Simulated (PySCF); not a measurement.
Compound: C6H4BClF2.
SMILES: `FB(F)c1ccc(Cl)cc1`

Linear response at wB97X-D/def2-SVPD (PySCF, frozen core in the response, non-relativistic). Isolated species at its PBE0-D3(BJ)/def2-SVP geometry, gas phase.

Static isotropic polarisability: 96.34 au (14.28 Å³), principal values 57.4, 95.1, 136.5 au.

Problem. What is the polarisability at 1064 nm and at the sodium D line?

Solution. 97.60 au at 1064 nm (+1.3 %), 100.72 au at 589.3 nm (+4.5 %). The rise at 589.3 nm is 3.48 times that at 1064 nm; a pure ω² law gives 3.26. The lowest singlet lies at 242 nm, shorter than both wavelengths.

Problem. What is the isotropic C6 coefficient between two such molecules, C6 = (3/π)∫α(iω)² dω?

Solution. 3535 au (Eh·bohr⁶) by a ten-point quadrature over imaginary frequencies, which is 2110 eV·Å⁶ or 204 J·nm⁶/mol.

Problem. Which effective excitation energy ω̄ makes London's formula C6 = (3/4)α²ω̄ exact here?

Solution. ω̄ = 4·C6/(3α²) = 0.508 Eh = 13.8 eV. A one-pole form α(ω) = α/(1 − ω²/ω̄²) fitted to the 1064 nm value gives 10.3 eV.

Problem. What does −C6/R⁶ come to at R = 10 Å between centres?

Solution. -200 J/mol. This is the leading, orientation-averaged term; C8 and higher terms are left out.

Problem. The lowest 6 singlets have (eV, f): 5.12, 0.008; 5.50, 0.294; 6.49, 0.283; 6.84, 0.000; 6.85, 0.642; 6.97, 0.000. What share of the static polarisability do they carry in the sum over states α = Σ f/ω²?

Solution. 22.52 au, 23.4 % of α; the largest term, 10.12 au, is that of the state at 6.85 eV. Their oscillator strengths add up to 1.23. Higher states carry the rest.

Problem. How anisotropic is the static polarisability, by Δα² = ½[(α1 − α2)² + (α2 − α3)² + (α3 − α1)²]?

Solution. Δα = 68.5 au, or 0.71 of the isotropic value.

Problem. How many electrons N does the Slater–Kirkwood formula C6 = (3/4)·√N·α^(3/2) need to give this C6?

Solution. N = (4·C6/3)²/α³ = 24.8; the species has 80 electrons in all.

Problem. What three-body coefficient follows from the one-pole estimate C9 = (3/4)·α·C6?

Solution. 255000 au. This is an estimate from the two numbers above, not a computed integral.

Rough CPU time on one thread of a shared machine: about 2.7 min. This is the whole response run at wB97X-D/def2-SVPD, SCF included.

The values belong to the conformer `[F:1][B:2]([F:3])[c:4]1[cH:5][cH:6][c:7]([Cl:8])[cH:9][cH:10]1`: F1–B2–C4–C5 0°.

The pairwise dispersion term of wB97X-D wasn't added to the energies; at a given geometry it leaves orbitals and properties as they are.
